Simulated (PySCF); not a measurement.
SMILES FC(F)(F)c1ccc(C(F)(F)F)cc1, singlet (GFN2-xTB optimised geometry):

```
18

F     -0.799    -3.413     0.603
C     -1.461    -2.434    -0.029
F     -1.658    -2.864    -1.289
F     -2.672    -2.358     0.538
C     -0.721    -1.122     0.000
C     -1.436     0.069    -0.009
C     -0.753     1.271    -0.009
C      0.636     1.271    -0.002
C      1.349     2.598    -0.011
F      0.904     3.413     0.960
F      2.672     2.489     0.155
F      1.161     3.257    -1.168
C      1.350     0.081     0.000
C      0.667    -1.122     0.000
H     -2.514     0.054    -0.011
H     -1.292     2.206    -0.012
H      2.429     0.095     0.004
H      1.208    -2.055     0.006
```

Method: PBE/def2-SVP in PySCF.

Task: What are the frontier orbital energies and the dipole moment?

Result: HOMO-2 -8.80 eV, HOMO-1 -7.26 eV, HOMO -7.21 eV, LUMO -2.36 eV, LUMO+1 -1.91 eV; dipole moment 0.13 D.

Meta-Löwdin charges at PBE/def2-SVP: F1 -0.24, C2 0.70, F3 -0.25, F4 -0.24, C5 -0.03, C6 -0.09, C7 -0.09, C8 -0.03, C9 0.70, F10 -0.24, F11 -0.24, F12 -0.25, C13 -0.10, C14 -0.09, H15 0.12, H16 0.12, H17 0.13, H18 0.12.
